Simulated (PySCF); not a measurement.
Two species compared at the same levels of theory.

First species: C3H4BF5.
Atom-mapped SMILES: `[F:1][B:2]([F:3])[CH2:4][CH2:5][C:6]([F:7])([F:8])[F:9]` (hydrogens: H10, H11 on C4; H12, H13 on C5)

Geometry (PBE0-D3(BJ)/def2-SVP, Å), atoms numbered from 1 in this order:
```
atom  x, y, z in Å
F1     2.956    0.868    1.195
B2     1.962    0.843    0.328
F3     2.126    1.544   -0.779
C4     0.669    0.018    0.612
C5    -0.432    0.138   -0.429
C6    -1.627   -0.718   -0.104
F7    -1.301   -2.016   -0.048
F8    -2.157   -0.394    1.083
F9    -2.588   -0.586   -1.022
H10    0.974   -1.037    0.730
H11    0.294    0.310    1.609
H12   -0.080   -0.162   -1.427
H13   -0.792    1.174   -0.518
```

Second species: Si(vinyl)H3, C2H6Si.
Bonds: Si1–C2, C2–C3. Hydrogens: H7, H8, H9 on Si1; H4 on C2; H5, H6 on C3.

Levels: wB97X-D/def2-SVPD for dipole moment, HOMO energy, LUMO energy, HOMO–LUMO gap, static isotropic polarisability and electronic spatial extent ⟨r²⟩ about the centre of nuclear charge; TDDFT wB97X-D/def2-SVPD for lowest singlet excitation; TDA wB97X-D/def2-SVPD for lowest triplet excitation (Tamm–Dancoff); PBE0-D3(BJ)/def2-SVP for rotational constant A and rotational constant C. Geometries: PBE0-D3(BJ)/def2-SVP. Each species is one conformer at its optimised geometry, gas phase, non-relativistic unless stated. Electronic properties by PySCF.

The conformers computed, where there is a choice (atom-mapped SMILES and torsion angles):
- `[F:1][B:2]([F:3])[CH2:4][CH2:5][C:6]([F:7])([F:8])[F:9]`: F1–B2–C4–C5 177°, B2–C4–C5–C6 178°, C4–C5–C6–F7 -61°

Which has the higher HOMO–LUMO gap?

The first: 13.76 eV against 10.88 eV, a difference of 2.88 eV.

Which of the two has the higher T1 energy, and by how much?

The first: 7.96 eV against 4.21 eV, a difference of 3.75 eV.

Which has the higher LUMO energy?

The first: 1.63 eV against 1.07 eV, a difference of 0.56 eV.

Which has the higher rotational constant A?

The second: 34.170 GHz against 3.491 GHz, a difference of 30.679 GHz.

Which of the two has the higher HOMO energy, and by how much?

The second: -9.81 eV against -12.13 eV, a difference of 2.32 eV.

Which has the higher static isotropic polarisability?

The second: 54.3 au against 51.6 au, a difference of 2.7 au.

Which has the higher rotational constant C?

The second: 4.729 GHz against 0.639 GHz, a difference of 4.090 GHz.

Which of the two has the higher S1 energy, and by how much?

The first: 8.74 eV against 6.67 eV, a difference of 2.07 eV.

On the first: The principal polarisabilities are 45.7, 50.7 and 58.4 au; their mean is the isotropic value. No computed singlet falls in the visible range (750 to 380 nm, 1.65 to 3.26 eV); S1 lies 5.48 eV above its blue end.

On the second: S1 lies 4.21 eV below the HOMO–LUMO gap; its leading configuration is HOMO−1→LUMO, weight 0.96. The vertical singlet–triplet gap S1 − T1 is 2.46 eV (TDDFT singlet less Tamm–Dancoff triplet; S1: HOMO−1→LUMO, weight 0.96; T1: HOMO→LUMO, weight 0.89).
